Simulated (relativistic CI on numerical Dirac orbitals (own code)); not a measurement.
# What each ingredient does to the levels of Mg³⁺

Base calculation: Dirac-Coulomb-Breit CI, KLI orbitals optimised for each configuration, QED by a radiative potential, valence Slater integrals scaled by 0.85, P86 correlation energy added to each configuration.

Configurations in the expansion (outside the closed core 1s2): 2s2 2p5, 2s 2p6, 2s2 2p4 3s, 2s2 2p4 3p, 2s2 2p4 3d, 2s2 2p4 4s, 2s2 2p4 4p, 2s2 2p4 4d, 2s2 2p4 4f, 2p6 3s, 2s 2p5 3s, 2s2 2p3 3s2, 2p6 3p, 2s 2p5 3p, 2s2 2p3 3s 3p, 2p6 3d. Levels of other configurations are missing.

Variants: (1) valence Slater integrals scaled by 0.75; (2) Slater integrals left unscaled; (3) non-relativistic limit. Shifts of the energy above 2s2 2p5 2P°_3/2, in cm⁻¹, for the lowest level and the first level of each name with at least 55 % of one term (blank where a level changes its place among those of its configuration and J or its character, or is not in the variant):

| Level | Base | Δ(1) | Δ(2) | Δ(3) | Measured |
| --- | --- | --- | --- | --- | --- |
| 2s2 2p5 2P°_3/2 | 0 | 0 | 0 | 0 | 0 |
| 2s2 2p5 2P°_1/2 | 2204 | -1 | +2 | -2204 | 2228 |
| 2s 2p6 2S_1/2 | 329090 | +788 | -1343 | -3565 | 311532 |
| 2s2 2p4 3s 4P_5/2 | 543974 | +2394 | -3646 | +791 | 543720 |
| 2s2 2p4 3s 4P_3/2 | 545379 | +2389 | -3641 | -614 | 545138 |
| 2s2 2p4 3s 4P_1/2 | 546189 | +2393 | -3645 | -1425 | 545955 |
| 2s2 2p4 3s 2P_3/2 | 553228 | +1282 | -1955 | +440 | 553666 |
| 2s2 2p4 3s 2P_1/2 | 554887 | +1276 | -1950 | -1219 | 555342 |
| 2s2 2p4 3s 2D_5/2 | 579376 | -1659 | +2455 | -96 | 582562 |
| 2s2 2p4 3s 2D_3/2 | 579392 | -1658 | +2453 | -112 | 582578 |
| 2s2 2p4 3p 4P°_5/2 | 598147 | +2998 | -4575 | +1 | 596522 |
| 2s2 2p4 3p 4P°_3/2 | 598680 | +2987 | -4563 | -533 | 597066 |
| 2s2 2p4 3p 4P°_1/2 | 599211 | +3005 | -4584 | -1064 | 597584 |
| 2s2 2p4 3p 4D°_7/2 | 603894 | +2165 | -3247 | +332 | 603138 |
| 2s2 2p4 3p 4D°_5/2 | 604761 | +2156 | -3240 | -534 | 604003 |
| 2s2 2p4 3p 4D°_3/2 | 605423 | +2167 | -3251 | -1197 | 604663 |
| 2s2 2p4 3p 4D°_1/2 | 605791 | +2167 | -3251 | -1564 | 605034 |
| 2s2 2p4 3p 2D°_5/2 | 608364 | +1700 | -2539 | +50 | 607892 |
| 2s2 2p4 3p 2D°_3/2 | 609766 | +1672 | -2511 | -1353 | 609306 |
| 2s2 2p4 3p 2S°_1/2 | 611047 | +1336 | -2014 | +51 | 612944 |
| 2s2 2p4 3p 4S°_3/2 | 611599 | +1374 | -2058 | -526 | 612232 |
| 2s2 2p4 3s 2S_1/2 | 612895 | -4078 | +5306 | -359 | 624110 |

Correlation outside the listed configurations is missing or only estimated: errors of thousands of cm⁻¹ between configurations and terms are usual at this charge. Rates and lifetimes follow the computed energies and can be off by large factors. The fine structure of a lone outer electron comes out too small, for d and f at times inverted, and misplaced configurations move strength between like terms. 69 of the 69 excited levels that our extract of the measured tables holds in this range could be paired (the sources list more); they are missed by 2291 cm⁻¹ on average and 17558 at most, and levels without a partner can miss by more.

Measured levels: NIST levels in Kelleher and Podobedova, J. Phys. Chem. Ref. Data 37, 267 (2008).

Ionisation energy from the two ground configurations alone: base 109.313 eV; valence Slater integrals scaled by 0.75 109.542 eV; Slater integrals left unscaled 108.969 eV. The NIST ASD value (semi-empirical) is 109.265 eV.
